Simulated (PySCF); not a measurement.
Delta-SCF ions had no search for a lower state. 

Cartesian coordinates (Å):
SMILES: Br
```xyz
2

Br     0.7102     0.0000     0.0000
H     -0.7102     0.0000     0.0000
```
Charge 0, spin multiplicity 1.

Estimate the dipole moment, vertical ionisation energy (Delta-SCF), HOMO–LUMO gap, hole reorganisation energy (four-point) and LUMO that TPSSh-D3(BJ)/def2-TZVP // PBE0-D3(BJ)/def2-TZVP (PySCF) returns for this input.


```json
{
  "dipole_moment": "0.93 D",
  "vertical ionisation energy (Delta-SCF)": "11.73 eV",
  "HOMO–LUMO gap": "7.49 eV",
  "hole reorganisation energy (four-point)": "0.028 eV",
  "LUMO": "-0.57 eV"
}
```
